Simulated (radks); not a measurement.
Results of a calculation; reference values are marked as such.
Spin polarisation of the 6p2 shell in neutral lead. Start: [Hg] 6p(up 1, down 1); electrons of 6p are moved from spin down to spin up, other shells keep equal spins. Code: a radial shooting solver on a logarithmic mesh with Libxc functionals. Model: scalar-relativistic Kohn-Sham, SCAN, spin-polarised, spherical densities, finite nucleus; meta-GGA in the generalised Kohn-Sham scheme; Fermi nuclear charge, rms radius of each element as measured or else 0.836 A^(1/3) + 0.57 fm.

| moment (Bohr magnetons) | E - E(0) (eV) | e(6p up) (eV) | e(6p down) (eV) | 6s down minus up (eV) | 5d down minus up (eV) |
|---|---|---|---|---|---|
| 0 | 0.000 | -3.628 | -3.628 | 0.000 | 0.000 |
| 0.5 | -0.031 | -3.729 | -3.476 | 0.039 | 0.054 |
| 1 | -0.135 | -3.834 | -3.234 | 0.211 | 0.103 |
| 1.5 | -0.340 | -3.979 | -2.885 | 0.561 | 0.144 |

At moment 1.5 the spin-polarisation energy is -0.340 eV and the 6p exchange splitting 1.094 eV, that is 0.729 eV per Bohr magneton; E = -I m^2/4 would give I = 0.604 eV.
